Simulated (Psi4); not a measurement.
F6S, charge +1, doublet, at a GFN2-xTB geometry (a state made from the parent by changing its charge; the spin is typed, not shown lowest); MP2.5/STO-3G in Psi4.

Here is a job for Psi4.
```
memory 2 GB

molecule mol {
1 2
F     0.614617   -0.468379   -1.416382
S    -0.000000    0.000000   -0.000000
F     1.317048   -0.549097    0.753092
F    -0.700644   -1.443047    0.173163
F    -1.317048    0.549097   -0.753092
F     0.700644    1.443047   -0.173163
F    -0.614617    0.468379    1.416382
}

set {
  basis sto-3g
  reference uhf
}

energy('mp2.5')
print_variables()
```

It wrote (shortened):

```
    Information: MP2.5 default algorithm changed to DF in August 2020. Use `set mp_type conv` for previous behavior.
    For method 'MP2.5', SCF Algorithm Type (re)set to DISK_DF.

   => Loading Basis Set <=

    Name: STO-3G
    Role: ORBITAL
    Keyword: BASIS

         ---------------------------------------------------------
                                   SCF
               by Justin Turney, Rob Parrish, Andy Simmonett
                          and Daniel G. A. Smith
                              UHF Reference
         ---------------------------------------------------------

  ==> Geometry <==

    Molecular point group: ci
    Full point group: Ci

    Geometry (in Angstrom), charge = 1, multiplicity = 2:

       Center              X                  Y                   Z               Mass
    ------------   -----------------  -----------------  -----------------  -----------------
         F            0.614617000000    -0.468379000000    -1.416382000000    18.998403162730
         S            0.000000000000     0.000000000000     0.000000000000    31.972071174400
         F            1.317048000000    -0.549097000000     0.753092000000    18.998403162730
         F           -0.700644000000    -1.443047000000     0.173163000000    18.998403162730
         F           -1.317048000000     0.549097000000    -0.753092000000    18.998403162730
         F            0.700644000000     1.443047000000    -0.173163000000    18.998403162730
         F           -0.614617000000     0.468379000000     1.416382000000    18.998403162730

  Running in ci symmetry.

  Rotational constants: A =      0.08521  B =      0.08521  C =      0.08521 [cm^-1]
  Rotational constants: A =   2554.58787  B =   2554.58687  C =   2554.58630 [MHz]
  Nuclear repulsion =  548.640004111196845

  Charge       = 1
  Multiplicity = 2
  Electrons    = 69
  Nalpha       = 35
  Nbeta        = 34

  ==> Algorithm <==

  SCF Algorithm Type is DISK_DF.
  DIIS enabled.
  MOM disabled.
  Fractional occupation disabled.
  Guess Type is SAD.
  Energy threshold   = 1.00e-08
  Density threshold  = 1.00e-08
  Integral threshold = 1.00e-12

  ==> Primary Basis <==

  Basis Set: STO-3G
    Blend: STO-3G
    Number of shells: 23
    Number of basis functions: 39
    Number of Cartesian functions: 39
    Spherical Harmonics?: true
    Max angular momentum: 1

   => Loading Basis Set <=

    Name: (STO-3G AUX)
    Role: JKFIT
    Keyword: DF_BASIS_SCF

  ==> Integral Setup <==

  ==> DiskDFJK: Density-Fitted J/K Matrices <==

    J tasked:                  Yes
    K tasked:                  Yes
    wK tasked:                  No
    Integrals threads:           1
    Algorithm:                Core
    Integral Cache:           SAVE
    Schwarz Cutoff:          1E-12
    Fitting Condition:       1E-10

   => Auxiliary Basis Set <=

  Basis Set: (STO-3G AUX)
    Blend: DEF2-UNIVERSAL-JKFIT
    Number of shells: 188
    Number of basis functions: 590
    Number of Cartesian functions: 713
    Spherical Harmonics?: true
    Max angular momentum: 4

  Minimum eigenvalue in the overlap matrix is 3.6522711360E-01.
  Reciprocal condition number of the overlap matrix is 2.1026072318E-01.
    Using symmetric orthogonalization.

  ==> Pre-Iterations <==

  SCF Guess: Superposition of Atomic Densities via on-the-fly atomic UHF (no occupation information).

   -------------------------
    Irrep   Nso     Nmo
   -------------------------
     Ag        18      18
     Au        21      21
   -------------------------
    Total      39      39
   -------------------------

  ==> Iterations <==

                           Total Energy        Delta E     RMS |[F,P]|

   @DF-UHF iter SAD:  -979.10759458932830   -9.79108e+02   0.00000e+00
   @DF-UHF iter   1:  -980.01135209004008   -9.03758e-01   2.67579e-02 ADIIS/DIIS
   @DF-UHF iter   2:  -980.44346487991061   -4.32113e-01   6.23306e-03 ADIIS/DIIS
   @DF-UHF iter   3:  -980.46314675626581   -1.96819e-02   1.01789e-03 ADIIS/DIIS
[...]
  @DF-UHF Final Energy:  -980.46439123519235
    Total Energy =                       -980.4643912351923518
  DIE_IF_NOT_CONVERGED          => (empty)
[...]
  REG_PARAM                     => (empty)
  RELATIVISTIC                  => (empty)
  REMP_A                        => (empty)
  RESTRICTED_DOCC               => (empty)
  RESTRICTED_UOCC               => (empty)
  RMS_MOGRAD_CONVERGENCE        => (empty)
  R_CONVERGENCE                 => (empty)
  SCF_TYPE                      => DISK_DF         !
  SCREENING                     => (empty)
  SCS_TYPE                      => (empty)
  SOCC                          => (empty)
  SOS_TYPE                      => (empty)
  TRIPLES_IABC_TYPE             => (empty)
  WFN                           => (empty)
  WFN_TYPE                      => DF-OMP2.5       !
  WRITER_FILE_LABEL             => (empty)
  ZORA_BASIS_TOLERANCE          => (empty)
  ZORA_NR_DEBUG                 => (empty)
  ZORA_PRUNING_SCHEME           => (empty)
  ZORA_RADIAL_POINTS            => (empty)
  ZORA_SPHERICAL_POINTS         => (empty)

	For this residual convergence, default PCG convergence is:     1.00e-07
	For this energy convergence, default residual convergence is:     3.16e-07

 ==============================================================================
 ==============================================================================
 ==============================================================================

                    DF-MP2.5
              Program Written by Ugur Bozkaya
              Latest Revision September 9, 2017

 ==============================================================================
 ==============================================================================
 ==============================================================================

	MO spaces...

	 FC   AOCC   BOCC  AVIR   BVIR   FV
	------------------------------------------
	  0    35    34     4      5     0

	Number of basis functions in the DF-CC basis: 350

	Total memory requirement for DF+CC int:      4.29 MB

	Computing DF-MP2 energy ...
	=======================================================================
	Nuclear Repulsion Energy (a.u.)    :   548.64000411119684
	DF-HF Energy (a.u.)                :  -980.46439123519235
	REF Energy (a.u.)                  :  -980.46439123519235
	Alpha-Alpha Contribution (a.u.)    :    -0.00858436149718
	Alpha-Beta Contribution (a.u.)     :    -0.19526216217522
	Beta-Beta Contribution (a.u.)      :    -0.06112955773192
	Scaled_SS Correlation Energy (a.u.):    -0.02323797307637
	Scaled_OS Correlation Energy (a.u.):    -0.23431459461027
	DF-SCS-MP2 Total Energy (a.u.)     :  -980.72194380287897
	DF-SOS-MP2 Total Energy (a.u.)     :  -980.71823204602015
	DF-SCS(N)-MP2 Total Energy (a.u.)  :  -980.58708773303556
	DF-MP2 Correlation Energy (a.u.)   :    -0.26497608140433
	DF-MP2 Total Energy (a.u.)         :  -980.72936731659672
	=======================================================================

	=======================================================================
	================ MP2.5 FINAL RESULTS ==================================
	=======================================================================
	Nuclear Repulsion Energy (a.u.)    :   548.64000411119684
	SCF Energy (a.u.)                  :  -980.46439123519235
	REF Energy (a.u.)                  :  -980.46439123519235
	Alpha-Alpha Contribution (a.u.)    :    -0.00821167037680
	Alpha-Beta Contribution (a.u.)     :    -0.20815543955508
	Beta-Beta Contribution (a.u.)      :    -0.06539300389647
	DF-MP3 Correlation Energy (a.u.)   :    -0.29854414625231
	DF-MP3 Total Energy (a.u.)         :  -980.76293538144466
	DF-MP2.5 Correlation Energy (a.u.) :    -0.28176011382835
	DF-MP2.5 Total Energy (a.u.)       :  -980.74615134902069
	=======================================================================

  Variable Map:
  ----------------------------------------------------------------------------
[...]
  Array Variable Map:
  ----------------------------------------------------------------------------
[...]
[...]
```
